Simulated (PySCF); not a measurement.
Xe (xenon, neutral) across methods

[Kr] 4d10 5s1 5p6 5d1, high-spin 3D determinant (an excited configuration). Calculation: PySCF 2.14, in aug-cc-pVTZ-PP with one added diffuse shell each of d, f type with ECP28MDF (6s5p5d3f, 67 functions); scalar relativity through the core potential.

```csv
method,E (hartree),mean ε 5p α (eV),mean ε 5p β (eV),mean ε 5d α (eV),Σ⟨r²⟩ (bohr²),⟨S²⟩
r2SCAN,-328.6492,-12.785,-11.661,-0.572,80.73,2.003
LDA,-328.0965,-12.390,-11.637,-0.531,80.89,2.000
M06,-328.5932,-13.549,-12.082,-0.808,82.31,2.003
PW91,-328.6470,-12.345,-11.511,-0.612,81.29,2.001
PBE0,-328.5362,-13.783,-12.389,-0.985,81.11,2.002
PBEsol,-328.2286,-12.322,-11.490,-0.562,81.37,2.001
B97-3,-328.5850,-13.912,-12.488,-0.931,82.49,2.003
PBE,-328.5325,-12.319,-11.467,-0.604,81.61,2.001
UHF,-327.39215,-17.488,-14.199,-1.765,83.81,2.011
```

Energies and moments cover only the electrons outside the core potential. The outer electron is Rydberg-like, and this basis confines it to a smaller radius and binds it less than a complete one would.
